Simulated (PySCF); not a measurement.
Electron correlation in Sn²⁺ (tin, charge +2)

[Kr] 4d10 5s1 5p1, high-spin 3P determinant (an excited configuration). Computed with PySCF 2.14 in x2c-QZVPPall, with scalar relativity by spin-free X2C-1e. Frozen: [Kr] 4d10; 2 electrons correlated.

With two correlated electrons CCSD is exact within the correlated space (frozen core and kept virtual orbitals).

| level | correlation energy (mhartree) |
| --- | --- |
| CCSD | -3.51 |

Diagnostics: T1 = 0.0024, D1 = 0.0041, largest double amplitude 0.033.

Cost of the coupled-cluster step: roughly 9 core-seconds, for 2 correlated electrons.

Iterations:

```
CC2 = 0
CCSD nocc = (np.int64(2), np.int64(0)), nmo = (89, 89)
frozen orbitals [[0, 1, 2, 3, 4, 5, 6, 7, 8, 9, 10, 11, 12, 13, 14, 15, 16, 17, 18, 19, 20, 21, 22], [0, 1, 2, 3, 4, 5, 6, 7, 8, 9, 10, 11, 12, 13, 14, 15, 16, 17, 18, 19, 20, 21, 22]]
max_cycle = 100
direct = 0
conv_tol = 1e-08
conv_tol_normt = 1e-06
diis_space = 8
diis_start_cycle = 0
Init t2, MP2 energy = -0.00227281892097709
Init E_corr(UCCSD) = -0.00227281892139118
cycle = 1  E_corr(UCCSD) = -0.00300974809998087  dE = -0.000736929179  norm(t1,t2) = 0.0139237
cycle = 2  E_corr(UCCSD) = -0.00329384457605866  dE = -0.000284096476  norm(t1,t2) = 0.00612008
cycle = 3  E_corr(UCCSD) = -0.00350939339031011  dE = -0.000215548814  norm(t1,t2) = 0.00278831
cycle = 4  E_corr(UCCSD) = -0.00350651898309031  dE = 2.87440722e-06  norm(t1,t2) = 0.000168072
cycle = 5  E_corr(UCCSD) = -0.00350661975313054  dE = -1.0077004e-07  norm(t1,t2) = 1.12675e-05
cycle = 6  E_corr(UCCSD) = -0.00350659786083666  dE = 2.18922939e-08  norm(t1,t2) = 7.53044e-07
cycle = 7  E_corr(UCCSD) = -0.00350660297671107  dE = -5.1158744e-09  norm(t1,t2) = 8.65319e-08
UCCSD converged
E(UCCSD) = -6172.870452291835  E_corr = -0.003506602976711065
```
